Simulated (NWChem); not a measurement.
Species: GeNH₅O; SMILES [NH2][GeH2][OH]

```xyz
8

Ge    -0.3428     0.0086     0.0000
N      0.6444    -1.5159     0.0000
O      0.7636     1.4154     0.0000
H     -1.1989     0.0257     1.2808
H     -1.1989     0.0257    -1.2808
H      1.2210    -1.6503    -0.8261
H      1.2210    -1.6503     0.8261
H      0.3053     2.2624     0.0000
```
Atoms are numbered in this order, from 1.

Results from NWChem. All runs use the structure optimised with PBE0/def2-SVP.

Problem. What does the run give for TPSS/3-21G? Quantities: highest occupied level (eV); orbital gap (eV); dipole (D).

Solution. The highest occupied level (eV) is -5.49, the orbital gap (eV) comes out as 6.36 and the dipole (D) comes out as 0.77.
